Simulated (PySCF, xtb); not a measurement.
HgBr, SMILES [Br][Hg+], charge +1.

Harmonic wavenumbers (cm⁻¹) from GFN2-xTB (xtb) at its own minimum, in rising order: 216.

### Question
What does PySCF with PBE0-D3(BJ)/def2-TZVP give at its own minimum? (An estimate is asked for; the answer gives what the named calculation found.)

### Answer
252. Paired by order, the mean absolute difference is 37 cm⁻¹ and the zero-point energies are 0.3 and 0.4 kcal/mol.
